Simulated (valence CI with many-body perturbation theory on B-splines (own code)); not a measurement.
Rb²⁴⁺: configurations and terms from energies and g

Calculated by valence CI with perturbative core correlation (CI+MBPT): three valence electrons over a frozen Dirac-Fock core [Ne], radial functions for each j: 11 s, 11 p, 10 d, 8 f, 5 g, 2 h, with the one-electron correlation potential Σ1, the two-electron term Σ2, the three-electron term Σ3, Breit, model QED; selected CI, second order for the rest, scaled by the run's own slope (own B-spline code, finite nucleus).

No measured levels were compared; by estimate levels of excited configurations hold to 0.05 to 0.15 % of their energy, terms of the ground configuration to about 0.5 %.

```
No.    J  Parity  E (eV)      g
  1  1/2     odd    0.00  0.662
  2  3/2     odd   13.79  1.332
  3  1/2    even   53.62  2.583
  4  3/2    even   61.22  1.715
  5  5/2    even   66.14  1.510
  6  3/2    even   76.25  0.841
 10  3/2    even  100.79  1.276
 11  3/2    even  110.03  0.826
 12  5/2    even  111.82  1.199
 16  3/2     odd  148.67  0.519
 17  5/2     odd  151.35  1.050
 18  7/2     odd  155.57  1.250
 19  1/2     odd  157.65  0.661
 22  1/2     odd  160.54  0.258
```

Energies count from the lowest level. Strongly mixed levels and levels close to another of their J and parity are left out, so the numbers can have gaps.

(1) Give configuration and LS term of each level.

## Answers

(1) 1: 3s2 3p 2P°; 2: 3s2 3p 2P°; 3: 3s 3p2 4P; 4: 3s 3p2 4P; 5: 3s 3p2 4P; 6: 3s 3p2 2D; 10: 3s 3p2 2P; 11: 3s2 3d 2D; 12: 3s2 3d 2D; 16: 3s 3p 3d 4F°; 17: 3s 3p 3d 4F°; 18: 3s 3p 3d 4F°; 19: 3p3 2P°; 22: 3s 3p 3d 4D°.
